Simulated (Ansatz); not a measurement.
One change: `BOC(N)S` becomes `NC(S)[SiH2]Cl`.

Ansatz, PBE0-D4/def2-TZVP geometries, multiplicity 1. Each molecule was computed in one conformer, which needn't be the lowest.

```tsv
property	`BOC(N)S`
size of the dipole moment (ωB97M-V/def2-TZVPP) / D	1.27
HOMO energy (ωB97M-V/def2-TZVPP) / eV	-9.50
HOMO energy (PBE0/def2-TZVPP) / eV	-7.24
HOMO–LUMO gap (ωB97M-V/def2-TZVPP) / eV	10.61
size of the dipole moment (PBE/def2-TZVPP) / D	1.21
HOMO energy (B3LYP/def2-TZVPP) / eV	-7.00
```

Task: What does the change do to each property? (Best estimate.)

Result: The calculation gave: 
```csv
property,`NC(S)[SiH2]Cl`,shift
size of the dipole moment (ωB97M-V/def2-TZVPP) / D,0.33,-0.94
HOMO energy (ωB97M-V/def2-TZVPP) / eV,-9.35,0.15
HOMO energy (PBE0/def2-TZVPP) / eV,-7.07,0.17
HOMO–LUMO gap (ωB97M-V/def2-TZVPP) / eV,10.88,0.27
size of the dipole moment (PBE/def2-TZVPP) / D,0.50,-0.71
HOMO energy (B3LYP/def2-TZVPP) / eV,-6.85,0.15
```

With PBE0 the HOMO rises by 0.17 eV and the LUMO rises by 0.42 eV, so the gap widens by about 0.25 eV. PBE moves the HOMO by 0.28 eV and ωB97M-V by 0.15 eV. Dipoles are sizes alone; their direction can turn.

B3LYP here is the variant with VWN-RPA as its local correlation; programs differ in this.
